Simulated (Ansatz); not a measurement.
Start from `O[Si](F)([SiH3])S` and change one atom or group to get `O[Si](F)(F)[SiH3]`.

Ansatz, PBE0-D4/def2-TZVP geometries, multiplicity 1. Each molecule was computed in one conformer, which needn't be the lowest.

```csv
property,`O[Si](F)([SiH3])S`
HOMO–LUMO gap (PBE0/def2-TZVPP) / eV,7.45
LUMO energy (ωB97M-V/def2-TZVPP) / eV,1.54
LUMO energy (PBE0/def2-TZVPP) / eV,-0.27
HOMO–LUMO gap (B3LYP/def2-TZVPP) / eV,7.00
HOMO energy (PBE/def2-TZVPP) / eV,-6.52
size of the dipole moment (B3LYP/def2-TZVPP) / D,0.49
```

**Question.** Give the same properties after the change, and the shifts. (An estimate is asked.)

**Answer.** Computed: 
```json
{"property": "HOMO–LUMO gap (PBE0/def2-TZVPP) / eV", "`O[Si](F)(F)[SiH3]`": "9.03", "shift": "1.58"}
{"property": "LUMO energy (ωB97M-V/def2-TZVPP) / eV", "`O[Si](F)(F)[SiH3]`": "1.72", "shift": "0.18"}
{"property": "LUMO energy (PBE0/def2-TZVPP) / eV", "`O[Si](F)(F)[SiH3]`": "-0.01", "shift": "0.26"}
{"property": "HOMO–LUMO gap (B3LYP/def2-TZVPP) / eV", "`O[Si](F)(F)[SiH3]`": "8.60", "shift": "1.60"}
{"property": "HOMO energy (PBE/def2-TZVPP) / eV", "`O[Si](F)(F)[SiH3]`": "-7.76", "shift": "-1.24"}
{"property": "size of the dipole moment (B3LYP/def2-TZVPP) / D", "`O[Si](F)(F)[SiH3]`": "1.04", "shift": "0.55"}
```

With PBE0 the HOMO falls by 1.32 eV and the LUMO rises by 0.26 eV, so the gap widens by about 1.58 eV. PBE moves the HOMO by -1.24 eV and ωB97M-V by -1.30 eV. Dipoles are sizes alone; their direction can turn.

B3LYP here is the variant with VWN-RPA as its local correlation; programs differ in this.
